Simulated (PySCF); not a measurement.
## Calculated data, C2H6B2, CH2BO2

Calculation on a computer-drawn molecule: optimised geometry and harmonic frequencies of an isolated molecule of the commonest isotopes, restricted reference for singlets and unrestricted otherwise, frozen core in MP2. Program: PySCF 2.14.0.

Common to all runs: charge 0; basis cc-pVDZ.

```json
{"entry": 1, "formula": "C2H6B2", "start_structure": {"atoms_angstrom": [["B", -2.3115, 2.2502, -0.9678], ["B", -0.8489, 1.8417, -1.5049], ["C", 0.3907, 1.3899, -1.9545], ["C", 1.3073, 0.3806, -1.4919], ["H", -2.8546, 1.68, -0.1222], ["H", -2.9422, 3.1596, -1.4446], ["H", 0.8302, 2.026, -2.7913], ["H", 1.4514, -0.3842, -2.2682], ["H", 0.9028, -0.1861, -0.6112], ["H", 2.2666, 0.8078, -1.1946]]}, "given": {"multiplicity": 1, "method": "HF", "drawn_bonds_atom": [1, 2, 3, 1, 1, 3, 4, 4, 4], "drawn_bonds_other_atom": [2, 3, 4, 5, 6, 7, 8, 9, 10], "drawn_bonds_order": [1, 2, 1, 1, 1, 1, 1, 1, 1]}, "results": {"optimised_atom_element": ["B", "B", "C", "C", "H", "H", "H", "H", "H", "H"], "optimised_atom_x [angstrom]": [-2.349, -0.8582, 0.4047, 1.322, -2.88, -2.932, 0.7761, 1.531, 0.8956, 2.282], "optimised_atom_y [angstrom]": [2.265, 1.804, 1.442, 0.3498, 1.704, 3.172, 2.03, -0.3669, -0.199, 0.7645], "optimised_atom_z [angstrom]": [-0.9678, -1.495, -1.97, -1.482, -0.04988, -1.494, -2.81, -2.281, -0.6417, -1.161], "modes_frequency [cm^-1]": [129.0, 176.2, 258.0, 376.6, 394.6, 693.3, 785.6, 794.4, 994.3, 1018, 1116, 1133, 1252, 1312, 1515, 1581, 1582, 1729, 2679, 2751, 3169, 3227, 3256, 3272], "modes_reduced_mass [dalton]": [2.503, 1.492, 1.624, 1.29, 2.121, 2.839, 1.201, 2.024, 1.395, 1.337, 2.861, 1.441, 1.192, 1.414, 1.215, 1.044, 1.1, 5.441, 1.056, 1.123, 1.037, 1.102, 1.097, 1.09], "rotational_constants [GHz]": [35.57, 3.483, 3.236], "total_energy [hartree]": -128.5237, "convergence_status_largest_gradient_component [hartree/bohr]": 3.429e-05}}
{"entry": 2, "formula": "CH2BO2", "start_structure": {"atoms_angstrom": [["O", -2.4161, -3.0484, 0.8295], ["B", -2.448, -1.9699, 0.3236], ["C", -2.4992, -0.5983, -0.3098], ["O", -3.3738, 0.3636, 0.0313], ["H", -1.8219, -0.2955, -1.0941], ["H", -3.9572, 0.0782, 0.7197]]}, "given": {"multiplicity": 2, "method": "MP2", "drawn_bonds_atom": [1, 2, 3, 3, 4], "drawn_bonds_other_atom": [2, 3, 4, 5, 6], "drawn_bonds_order": [2, 1, 1, 1, 1]}, "results": {"optimised_atom_element": ["O", "B", "C", "O", "H", "H"], "optimised_atom_x [angstrom]": [-2.43, -2.449, -2.495, -3.377, -1.815, -3.951], "optimised_atom_y [angstrom]": [-3.069, -1.963, -0.5915, 0.3835, -0.2771, 0.04735], "optimised_atom_z [angstrom]": [0.8526, 0.3215, -0.3172, 0.02437, -1.11, 0.7287], "modes_frequency [cm^-1]": [197.2, 326.8, 437.1, 588.8, 640.9, 849.4, 1206, 1348, 1458, 1979, 3294, 3836], "modes_reduced_mass [dalton]": [6.126, 1.643, 6.003, 7.782, 1.139, 5.392, 1.253, 2.41, 1.635, 11.92, 1.088, 1.067], "rotational_constants [GHz]": [49.11, 4.095, 3.78], "total_energy [hartree]": -214.0253, "spin_squared": 0.767, "convergence_status_largest_gradient_component [hartree/bohr]": 3.398e-05}}
```
